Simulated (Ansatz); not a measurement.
Reaction: GeH3F (SMILES [F][GeH3]) → GeH3 (SMILES [GeH3], doublet) + F (doublet) (the F-Ge bond breaks)
Each species at its own B3LYP-D3(BJ)/def2-TZVP minimum (Ansatz, a program for electronic structure).

Property: bond dissociation energy (electronic), in kJ/mol. UHF or UKS for unpaired electrons; spin-orbit terms are left out. Cores are frozen in correlated methods (noble-gas shells, and filled d and f shells in the p block). No relativity. CBS(X,Y): correlation extrapolated as X^-3, Hartree-Fock from the larger set (Q,5: extrapolated as (X+1)exp(-9√X)). A bracket is a step between two methods taken in the basis named. Double hybrids freeze cores in their MP2 part.

CCSD(T)/CBS(cc-pVQZ,cc-pV5Z) + [CCSDT(Q) - CCSD(T)]/cc-pVTZ + [CCSDTQ - CCSDT(Q)]/cc-pVDZ (Ansatz) gives 552.2 kJ/mol.

### Question
What does PBE/def2-TZVPD (Ansatz) give here, and how do the other levels compare?

### Answer
PBE gives 543.3 kJ/mol, 8.9 kJ/mol below it. Differences of the others: r2SCAN/def2-TZVPD (Ansatz) -24.0; B3LYP/def2-TZVPD (Ansatz) -26.6; B2PLYP/def2-TZVPD (Ansatz) -14.7; CCSD(T)/CBS(cc-pVQZ,cc-pV5Z) (Ansatz) 0.4 kJ/mol.
